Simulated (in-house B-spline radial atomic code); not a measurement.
Functionals against ionisation energies along an isoelectronic series: As to Kr³⁺

Ionisation energies as differences of self-consistent total energies from an all-electron radial atomic-structure program (B-spline basis): all electrons, radial basis limit, scalar-relativistic (one-electron X2C), spin-polarised at highest spin, spherical densities; exact exchange is averaged over the determinants of each configuration. No spin-orbit coupling, Breit or QED terms. NIST's values run from ground level to ground level, so in open shells the differences also hold multiplet and fine-structure energies that spherical high-spin averages miss. Columns give computed minus NIST, in eV; a star marks a semi-empirical value. Species are left out where the tabulated value is theory, is uncertain by more than 0.12 eV, or (13 ions, such as In⁴⁺, Te⁴⁺ and Bi⁴⁺) lies off its series for all methods alike, which flatters the means a little.

```json
{"species": "As", "shell": "4p", "NIST (eV)": "9.79", "LDA exchange-only": "-0.67", "BLYP": "-0.19", "RPBE": "+0.10", "wB97X": "-0.13", "BHandHLYP": "-0.06", "r2SCAN0": "+0.44"}
{"species": "Se⁺", "shell": "4p", "NIST (eV)": "21.20 ± 0.01", "LDA exchange-only": "?", "BLYP": "?", "RPBE": "?", "wB97X": "?", "BHandHLYP": "?", "r2SCAN0": "?"}
{"species": "Br²⁺", "shell": "4p", "NIST (eV)": "34.87 ± 0.02", "LDA exchange-only": "-0.77", "BLYP": "-0.04", "RPBE": "+0.24", "wB97X": "+0.07", "BHandHLYP": "+0.19", "r2SCAN0": "+0.75"}
{"species": "Kr³⁺", "shell": "4p", "NIST (eV)": "50.85 ± 0.1", "LDA exchange-only": "-0.84", "BLYP": "-0.03", "RPBE": "+0.24", "wB97X": "+0.08", "BHandHLYP": "+0.23", "r2SCAN0": "+0.82"}
```

(1) What are the differences for Se⁺ ([Ar] 3d10 4s2 4p3)?

(2) How do the methods rank, and which species is hardest?

## Answers

(1) LDA exchange-only -0.80; BLYP -0.18; RPBE +0.10; wB97X -0.08; BHandHLYP +0.01; r2SCAN0 +0.55 eV.

(2) Mean absolute (signed) differences: wB97X 0.09 (-0.01) eV; BLYP 0.11 (-0.11) eV; BHandHLYP 0.12 (+0.09) eV; RPBE 0.17 (+0.17) eV; r2SCAN0 0.64 (+0.64) eV; LDA exchange-only 0.77 (-0.77) eV. For As, which loses a 4p electron, the nearest method is off by -0.06 eV, the largest such miss. The first two are tied within the accuracy of the references.
